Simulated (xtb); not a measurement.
hexafluorodisilane (F6Si2), singlet, at a GFN2-xTB geometry; xtb with GFN0-xTB.

xtb was given this input:
```
$ xtb mol.xyz --gfn 0 --opt --json

# file mol.xyz
8

F      1.91144099    -0.24336418    -1.23186550
Si     1.11552550    -0.05340670     0.12300950
F      1.76075357     1.23559388     0.77677538
F      1.61318454    -1.24527155     1.03791126
Si    -1.11552550     0.05340670    -0.12300950
F     -1.61318454     1.24527155    -1.03791126
F     -1.76075357    -1.23559388    -0.77677538
F     -1.91144099     0.24336418     1.23186550
```

Problem. Predict the main parts of the log of this xtb run.

Solution. 
```
   ID    Z sym.   atoms
    1    9 F      1, 3, 4, 6-8
    2   14 Si     2, 5

           -------------------------------------------------
          |                Calculation Setup                |
           -------------------------------------------------

           -------------------------------------------------
          |                 G F N 0 - x T B                 |
           -------------------------------------------------

          ...................................................
          :                      SETUP                      :
          :.................................................:
          :  # basis functions                  44          :
          :  # atomic orbitals                  42          :
          :  # shells                           18          :
          :  # electrons                        50          :
          :  electronic temp.          300.0000000     K    :
          :  accuracy                    1.0000000          :
          :  -> integral cutoff          0.2500000E+02      :
          :  -> integral neglect         0.1000000E-07      :
          ...................................................

         :::::::::::::::::::::::::::::::::::::::::::::::::::::
         ::                     SUMMARY                     ::
         :::::::::::::::::::::::::::::::::::::::::::::::::::::
         :: total energy             -26.929883625444 Eh    ::
         :: gradient norm              0.077010655238 Eh/a0 ::
         :: HOMO-LUMO gap              4.557966956122 eV    ::
         ::.................................................::
         :: H0 energy                -26.848263414550 Eh    ::
         :: repulsion energy           0.177236607263 Eh    ::
         :: electrostat energy        -0.256305181537 Eh    ::
         :: -> Gsolv                   0.000000000000 Eh    ::
         ::    -> Gsasa                0.000000000000 Eh    ::
         ::    -> Gshift               0.000000000000 Eh    ::
         :: dispersion energy         -0.002551636620 Eh    ::
         :: short-range corr.          0.000000000000 Eh    ::
         :: add. restraining           0.000000000000 Eh    ::
         :: total charge               0.000000000000 e     ::
         :::::::::::::::::::::::::::::::::::::::::::::::::::::

      -----------------------------------------------------------
     |                   =====================                   |
     |                        A N C O P T                        |
     |                   =====================                   |
     |               Approximate Normal Coordinate               |
     |                Rational Function Optimizer                |
      -----------------------------------------------------------
      -----------------------------------------------------------
     |                   =====================                   |
     |                        A N C O P T                        |
     |                   =====================                   |
     |               Approximate Normal Coordinate               |
     |                Rational Function Optimizer                |
      -----------------------------------------------------------

          ...................................................
          :                      SETUP                      :
          :.................................................:
          :   optimization level            normal          :
          :   max. optcycles                   200          :
          :   ANC micro-cycles                  20          :
          :   degrees of freedom                18          :
          :.................................................:
          :   RF solver                   davidson          :
          :   write xtbopt.log                true          :
          :   linear?                        false          :
[...]
 * total energy  :   -26.9298836 Eh     change        0.0000000E+00 Eh
 * total energy  :   -26.9344045 Eh     change       -0.4520899E-02 Eh
 * total energy  :   -26.9382877 Eh     change       -0.3883211E-02 Eh
 * total energy  :   -26.9387683 Eh     change       -0.4806055E-03 Eh
 * total energy  :   -26.9392582 Eh     change       -0.4898588E-03 Eh
 * total energy  :   -26.9394965 Eh     change       -0.2382646E-03 Eh
 * total energy  :   -26.9395344 Eh     change       -0.3797849E-04 Eh
 * total energy  :   -26.9395357 Eh     change       -0.1230072E-05 Eh
   *** GEOMETRY OPTIMIZATION CONVERGED AFTER 8 ITERATIONS ***
         :: total energy             -26.939535672075 Eh    ::
[...]
        14        2.0000           -0.4487148             -12.2102
        15        2.0000           -0.4457977             -12.1308
        16        2.0000           -0.4457977             -12.1308
        17        2.0000           -0.4456684             -12.1273
        18        2.0000           -0.4456684             -12.1273
        19        2.0000           -0.4398395             -11.9686
        20        2.0000           -0.4398394             -11.9686
        21        2.0000           -0.4395993             -11.9621
        22        2.0000           -0.4395993             -11.9621
        23        2.0000           -0.4394019             -11.9567
        24        2.0000           -0.4394019             -11.9567
        25        2.0000           -0.4149247             -11.2907 (HOMO)
        26                         -0.2586298              -7.0377 (LUMO)
        27                         -0.2586298              -7.0377
        28                         -0.1935234              -5.2660
        29                         -0.1783577              -4.8534
        30                         -0.1783577              -4.8534
        31                          0.0092486               0.2517
        32                          0.0228398               0.6215
        33                          0.0228398               0.6215
        34                          0.0360775               0.9817
        35                          0.0360775               0.9817
        36                          0.1871669               5.0931
       ...                                ...                  ...
        42                          1.0015258              27.2529
      -------------------------------------------------------------
                  HL-Gap            0.1562949 Eh            4.2530 eV
             Fermi-level            0.0000000 Eh            0.0000 eV

     #   Z          covCN         q      C6AA      α(0)
     1   9 F        0.705    -0.223    11.538     3.914
     2  14 Si       3.071     0.670   180.852    28.339
     3   9 F        0.705    -0.223    11.538     3.914
     4   9 F        0.705    -0.223    11.538     3.914
     5  14 Si       3.071     0.670   180.852    28.339
     6   9 F        0.705    -0.223    11.538     3.914
     7   9 F        0.705    -0.223    11.538     3.914
     8   9 F        0.705    -0.223    11.538     3.914

 Mol. C6AA /au·bohr⁶  :       2085.495630
 Mol. C8AA /au·bohr⁸  :      91970.827089
 Mol. α(0) /au        :         80.161643

Wiberg/Mayer (AO) data.
largest (>0.10) Wiberg bond orders for each atom

 ---------------------------------------------------------------------------
     #   Z sym  total        # sym  WBO       # sym  WBO       # sym  WBO
 ---------------------------------------------------------------------------
     1   9 F    1.038 --     2 Si   0.991
     2  14 Si   3.928 --     1 F    0.991     3 F    0.991     4 F    0.991
                             5 Si   0.908
     3   9 F    1.038 --     2 Si   0.991
     4   9 F    1.038 --     2 Si   0.991
     5  14 Si   3.928 --     6 F    0.991     8 F    0.991     7 F    0.991
                             2 Si   0.908
     6   9 F    1.038 --     5 Si   0.991
     7   9 F    1.038 --     5 Si   0.991
     8   9 F    1.038 --     5 Si   0.991
 ---------------------------------------------------------------------------

Topologies differ in total number of bonds
Writing topology from bond orders to xtbtopo.mol

 dipole moment from electron density (au)
     X       Y       Z
   0.0000   0.0000  -0.0000  total (Debye):    0.000

optimized geometry written to: xtbopt.xyz

           -------------------------------------------------
          | TOTAL ENERGY              -26.939535672075 Eh   |
          | GRADIENT NORM               0.000261327021 Eh/α |
          | HOMO-LUMO GAP               4.253001448824 eV   |
           -------------------------------------------------

normal termination of xtb
```
